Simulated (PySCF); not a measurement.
BH₃S₂, SMILES SBS.

Coordinates come from a PBE-D3(BJ)/def2-TZVP optimisation. One conformer was computed; it need not be the lowest.

These are TDA-M06-2X/def2-SVPD run with PySCF values and carry that method's errors.

Vertical excitations. Gas-phase values at a fixed geometry. State labels are in the subgroup C2v.

```
state  symmetry  energy (eV)  λ (nm)      f                                                                main pairs
-----  --------  -----------  ------  -----  ------------------------------------------------------------------------
S1           B2         5.90     210  0.307                                                            HOMO→LUMO 94 %
S2           A2         5.90     210  0.000                                                          HOMO→LUMO+1 77 %
S3           B1         6.43     193  0.002                                                          HOMO−1→LUMO 96 %
S4           B1         6.81     182  0.025  HOMO−2→LUMO+1 30 %, HOMO→LUMO+2 27 %, HOMO→LUMO+5 22 %, HOMO→LUMO+11 6 %
S5           A2         7.16     173  0.000     HOMO→LUMO+3 39 %, HOMO→LUMO+4 22 %, HOMO→LUMO+1 14 %, HOMO−3→LUMO 8 %
S6           A1         7.20     172  0.057                                                          HOMO−2→LUMO 85 %
S7           A2         7.34     169  0.000                                                          HOMO−3→LUMO 82 %
S8           B1         7.42     167  0.057                                        HOMO→LUMO+2 60 %, HOMO→LUMO+5 18 %
S9           A2         7.70     161  0.000                                        HOMO→LUMO+4 59 %, HOMO→LUMO+3 32 %
S10          A1         7.75     160  0.000                                                        HOMO−1→LUMO+1 86 %
T1           B2         4.71     263      0                                                            HOMO→LUMO 98 %
T2           A2         5.64     220      0                                                          HOMO→LUMO+1 72 %
T3           A1         5.70     217      0                                                          HOMO−2→LUMO 97 %
T4           B1         6.03     206      0                                                          HOMO−1→LUMO 96 %
```
Triplets are in the Tamm–Dancoff approximation.
